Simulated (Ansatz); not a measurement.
```yaml
crystal:
  periodic: [false, false, false]
  atoms:
    - {symbol: C, position_ang: [0.504190, -2.388537, -0.508701]}
    - {symbol: C, position_ang: [0.758679, -0.921959, -0.193176]}
    - {symbol: C, position_ang: [1.512848, -0.251136, -1.332064]}
    - {symbol: C, position_ang: [-0.560176, -0.221812, 0.120834]}
    - {symbol: C, position_ang: [-0.440613, 1.226452, 0.551601]}
    - {symbol: C, position_ang: [-1.793217, 1.829911, 0.876226]}
    - {symbol: O, position_ang: [0.418420, 1.256178, 1.682426]}
    - {symbol: H, position_ang: [-0.013327, -2.889046, 0.314031]}
    - {symbol: H, position_ang: [1.439948, -2.923101, -0.691261]}
    - {symbol: H, position_ang: [-0.116964, -2.492854, -1.404778]}
    - {symbol: H, position_ang: [1.380801, -0.865131, 0.706265]}
    - {symbol: H, position_ang: [1.793022, 0.775371, -1.087047]}
    - {symbol: H, position_ang: [0.905450, -0.228008, -2.243512]}
    - {symbol: H, position_ang: [2.432293, -0.795486, -1.562303]}
    - {symbol: H, position_ang: [-1.211886, -0.264544, -0.760817]}
    - {symbol: H, position_ang: [-1.074077, -0.769043, 0.920124]}
    - {symbol: H, position_ang: [0.013632, 1.805593, -0.266545]}
    - {symbol: H, position_ang: [-2.271791, 1.274649, 1.686913]}
    - {symbol: H, position_ang: [-2.450612, 1.807338, 0.003399]}
    - {symbol: H, position_ang: [-1.693927, 2.874282, 1.187875]}
    - {symbol: H, position_ang: [0.467327, 2.160862, 2.000491]}
basis:
  gaussian: {orbitals: pcseg-2, fitting: {mean_field: def2-universal-jkfit}, final_grid: {core_spheres: 5, valence_spheres: 4, degree: 11}}
total_charge: -1
magnetization: {spin_polarized: true, initial_magnetization: 1}
hamiltonian: {xc: {name: RPBE}, dispersion: d3bjatm}
kpoints: {mp_grid: {grid: [2, 2, 2]}}
output: {forces: true}
```

```sh
$ ansatz run in.yaml --threads 2 --pin off --events-out ev --progress --plain --max-ram 32768MiB --backend cuda --devices 0, --max-vram 18GiB
```

It prints (some lines left out):

```
Error: invalid value for `basis.gaussian`: such a run doesn't read kpoints; remove what it names
```

(1) Something in this input is off. What?

## Answers

(1) The input holds a key that doesn't belong there. The input was rejected before any iteration.
